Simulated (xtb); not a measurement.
RbCl, SMILES [Cl][Rb]. All values are semi-empirical tight-binding results from xtb (GFN2-xTB unless named), good for trends rather than for accurate numbers. Coordinates come from a GFN2-xTB optimisation.

For metal compounds this method's bond lengths and energies can be far off.

```yaml
point_group_as_xtb_finds_it: C∞v
orbital_gap: 1.50 eV
```
